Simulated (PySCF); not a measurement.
## Radial density of Cr (chromium, neutral)

UHF, [Ar] 3d4 4s1 5s1, high-spin 7D determinant (an excited configuration). All numbers are calculated (PySCF 2.14, no relativity, point nucleus, in dyall-av2z).

| r (bohr) | 4πr²ρ (e/bohr) | 4πr²(ρα − ρβ) |
| --- | --- | --- |
| 0.00121 | 0.1604 | 0.0001 |
| 0.00203 | 0.4367 | 0.0002 |
| 0.00341 | 1.156 | 0.0004 |
| 0.00574 | 2.926 | 0.0011 |
| 0.00965 | 6.861 | 0.0025 |
| 0.0162 | 14.18 | 0.0050 |
| 0.0273 | 23.77 | 0.0072 |
| 0.0459 | 28.59 | 0.0037 |
| 0.0772 | 23.52 | -0.0078 |
| 0.130 | 24.27 | 0.0172 |
| 0.218 | 31.21 | 0.2451 |
| 0.368 | 15.56 | 1.1393 |
| 0.618 | 11.72 | 2.8396 |
| 1.04 | 10.54 | 2.8917 |
| 1.75 | 2.419 | 1.3875 |
| 2.94 | 0.5504 | 0.5386 |
| 4.95 | 0.1079 | 0.1078 |
| 8.32 | 0.1358 | 0.1358 |
| 14.0 | 0.03944 | 0.0394 |
| 23.5 | 0.0001257 | 0.0001 |

The outer electron is Rydberg-like, and this basis confines it to a smaller radius and binds it less than a complete one would.

**Question.** Where is the radial spin density 4πr²(ρα − ρβ) most negative, and why is it negative at all?

**Answer.** Around r = 0.0772 bohr, down to -0.0078 e/bohr: exchange with the open shell polarises the paired shells in an unrestricted calculation.
